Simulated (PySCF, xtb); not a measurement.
Ga(Me)2(PH2) (C₂H₈GaP), SMILES [PH2][Ga]([CH3])[CH3]. The values are those of a single conformer.

Harmonic wavenumbers (cm⁻¹) from xtb with GFN2-xTB at its own minimum, in rising order: 44, 55, 75, 96, 109, 115, 310, 461, 500, 537, 547, 551, 599, 603, 646, 1120, 1255, 1267, 1443, 1447, 1452, 1453, 2164, 2232, 2924, 2927, 2930, 2931, 2935, 2943.

Question: What does B3LYP-D3(BJ)/def2-SVP in PySCF give at its own minimum? (An estimate is asked for; the answer gives what the named calculation found.)

Answer: 16, 31, 106, 132, 142, 145, 326, 512, 531, 570, 605, 628, 705, 713, 772, 1094, 1212, 1215, 1425, 1426, 1432, 1435, 2372, 2388, 3021, 3022, 3105, 3106, 3133, 3136. Paired by order, the mean absolute difference is 76 cm⁻¹ and the zero-point energies are 52.4 and 55.0 kcal/mol.
